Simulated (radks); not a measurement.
Charge is removed step by step from the 5p down level of Xe, starting from [Kr] 4d10 5s2 5p(up 3, down 3). Calculated with a radial shooting solver on a logarithmic mesh with Libxc functionals: scalar-relativistic Kohn-Sham, r2SCAN, spin-polarised, spherical densities, finite nucleus; meta-GGA in the generalised Kohn-Sham scheme; Fermi nuclear charge, rms radius 4.7859 fm.

| removed (e) | E - E(0) (eV) | eigenvalue (eV) | E minus straight line (eV) |
|---|---|---|---|
| 0 | 0.000 | -8.585 | 0.000 |
| 0.1 | 0.898 | -9.380 | -0.369 |
| 0.2 | 1.876 | -10.183 | -0.657 |
| 0.3 | 2.934 | -10.994 | -0.865 |
| 0.4 | 4.074 | -11.813 | -0.992 |
| 0.5 | 5.296 | -12.639 | -1.036 |
| 0.6 | 6.602 | -13.472 | -0.997 |
| 0.7 | 7.990 | -14.312 | -0.875 |
| 0.8 | 9.464 | -15.158 | -0.668 |
| 0.9 | 11.021 | -16.009 | -0.377 |
| 1 | 12.665 | -16.867 | 0.000 |

Removing the whole electron costs 12.665 eV by Delta-SCF, against 8.585 eV from minus the eigenvalue at the starting occupation. Slater's transition state (half an electron removed) gives 12.639 eV. Integrating minus the eigenvalue over the occupation (Janak's theorem) gives 12.668 eV. In this scalar-relativistic scheme the density is built from large components alone, so the theorem holds only approximately. The mean slope of the eigenvalue, de/dn, is 8.28 eV per electron. Ionisation energy of Xe in the NIST Atomic Spectra Database: 12.130 eV (measured).
